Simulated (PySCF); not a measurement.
Q: Give a GFN2-xTB geometry of `[SiH3]N([SiH3])[SiH3]`.

A: 
```xyz
13
H9NSi3 angstrom
Si     0.2906    1.6502    0.5486
N      0.0274    0.0360   -0.0579
Si    -1.6019   -0.5075   -0.3616
Si     1.3152   -1.1364    0.0429
H     -0.6721    2.5316   -0.1087
H      0.1012    1.6894    2.0035
H      1.6606    2.0302    0.2102
H     -2.3484    0.6195   -0.9165
H     -1.5289   -1.6065   -1.3219
H     -2.2301   -0.9659    0.8830
H      1.3556   -1.7398    1.3801
H      1.0573   -2.1622   -0.9652
H      2.5691   -0.4383   -0.2327
```

Orientation and origin are arbitrary. Atoms count from 1 in this order. All 3 N–Si bonds measure 1.744 Å. Si1 (SiH3 silicon) is tetrahedral (angles from 107.6° to 110.9°). N2 (nitrogen bridging silicon atoms) is almost planar (angles 119.4°, 119.4° and 119.3°, sum 358.1°, 0.14 Å off the plane of its three neighbours).

Bonds between heavy atoms (Å): Si1–N2 1.744, N2–Si3 1.744, N2–Si4 1.744.

Structure optimised with GFN2-xTB, isolated species.

Point group: C3v (tolerance 0.08 Å). Stationary, but not proved a minimum.

These are computed values.
